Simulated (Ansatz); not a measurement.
The cluster Cd5O5, relaxed as a singlet with RKS PBE0-D4/def2-SVP in Ansatz, starting from the GFN1-xTB geometry. Force threshold 0.02 eV/Å.

In the def2 sets Cd takes a core potential; there is no spin–orbit coupling. The structure holds 3 bonds between oxygen atoms, so isomers without such links may lie far lower. The restricted singlet is unstable towards broken spin symmetry in Hartree–Fock (as tested in another run); at PBE0-D4/def2-SVP this wasn't settled. Another isomer (singlet) lies 3.16 eV lower at PBE0-D4/def2-TZVP; other spin states weren't run for this one.

Start:

| atom | x (Å) | y (Å) | z (Å) |
| --- | --- | --- | --- |
| Cd1 | -0.0296 | 2.6769 | -0.8078 |
| Cd2 | 0.3510 | 1.1039 | -3.5231 |
| Cd3 | 2.0035 | -0.8481 | -1.9517 |
| Cd4 | -2.3491 | 0.9103 | -1.9561 |
| Cd5 | 1.3113 | -1.0920 | 0.6250 |
| O6 | -0.1165 | 0.3476 | 2.4316 |
| O7 | -0.9705 | -1.0346 | 1.5131 |
| O8 | -0.2080 | -2.0753 | 1.7632 |
| O9 | -0.8555 | -0.6588 | 0.2697 |
| O10 | 0.8634 | 0.6700 | 1.6361 |

Estimate the energy that the relaxation releases and the steps that it takes.

101.3 kJ/mol, in 20 steps; 2.1 min on 4 threads of Intel Xeon 6975P-C on a shared host. No frequencies were taken in this run, so the end may be a saddle point.

Does the start keep its bonding?

Bonds lost: Cd1–Cd4, Cd5–O7 (atoms count from 1). Bonds formed: Cd1–O9, Cd1–O10, Cd3–Cd4 (atoms count from 1).

Predict the relaxed structure.


Cartesian coordinates in Å:
```
Cd -0.040 1.969 -0.269
Cd 0.733 1.762 -3.051
Cd 1.656 -0.812 -2.502
Cd -1.750 -0.550 -2.334
Cd 0.978 -1.197 0.140
O 0.263 0.580 2.545
O -1.137 -0.633 1.750
O -0.461 -1.794 1.702
O -1.180 -0.102 0.527
O 0.937 0.777 1.491
```
Bond lengths (bridged metal pairs left out): 5 × Cd–O 2.21 to 2.49 Å; 4 × Cd–Cd 2.75 to 3.42 Å; 3 × O–O 1.27 to 1.34 Å.
